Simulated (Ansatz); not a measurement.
`O[SiH2]S[Si](O)(O)O` + H–F → `O[SiH2]F` + `O[Si](O)(O)S`  (ligand exchange at the Si–S bond)

Gas-phase electronic energies from Ansatz, PBE0-D4/def2-TZVP geometries. CCSD(T)/CBS is the MP2 limit (def2-TZVPP, def2-QZVPP) plus CCSD(T) − MP2 in def2-TZVPP, frozen cores. This one scheme is used for every species. DFT in def2-TZVPP. Each species was taken in one conformer, which may not be the lowest.

```tsv
level	ΔE (kJ/mol)
PBE0	-71.6
HF/def2-QZVPP	-114.8
```

Task: What does CCSD(T)/CBS give? (Best estimate.)

Result: Computed: -71.6 kJ/mol. The listed levels differ from it by 0.0, -43.2 kJ/mol.

Largest T1 diagnostic among the species: 0.012.

In def2-TZVPP, CCSD(T) changes the Hartree–Fock value by +37.3 kJ/mol (the triples alone add +7.3 kJ/mol) and MP2 by +42.5 kJ/mol. The D4 term adds +20.4 kJ/mol with B3LYP and +11.3 kJ/mol with PBE0; it sums over pairs of atoms, weighted by their polarisabilities, and B3LYP, whose exchange is more repulsive, gets the larger term.

B3LYP here is the variant with VWN-RPA as its local correlation; programs differ in this.
